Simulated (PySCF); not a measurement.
Gas-phase reaction: 2 GeH3F + 2 H ⇌ 2 GeH4 + F2

Computed with PySCF (xtb for GFN2) and rigid-rotor harmonic-oscillator thermochemistry at 1 bar. † marks an energy on the PBE0/def2-TZVP geometry and frequencies; other levels use their own. MP2 freezes the core. Open shells (unrestricted): H (multiplicity 2); the rest are closed-shell singlets. GFN2 has no spin-polarisation term. B3LYP is the form with VWN-RPA correlation. Ge: all electrons, no relativistic terms. MP2 isn't extrapolated to the basis-set limit.

```
level             ΔH°(298 K), kJ
----------------  --------------
B3LYP/def2-TZVP†             176
GFN2-xTB                      75
MP2/def2-SVP†         (withheld)
PBE/def2-TZVP†        (withheld)
PBE0/def2-QZVP†              199
```

Q: Fill in the missing entries.

A: 
- MP2/def2-SVP†, ΔH°(298 K), kJ: 242
- PBE/def2-TZVP†, ΔH°(298 K), kJ: 169
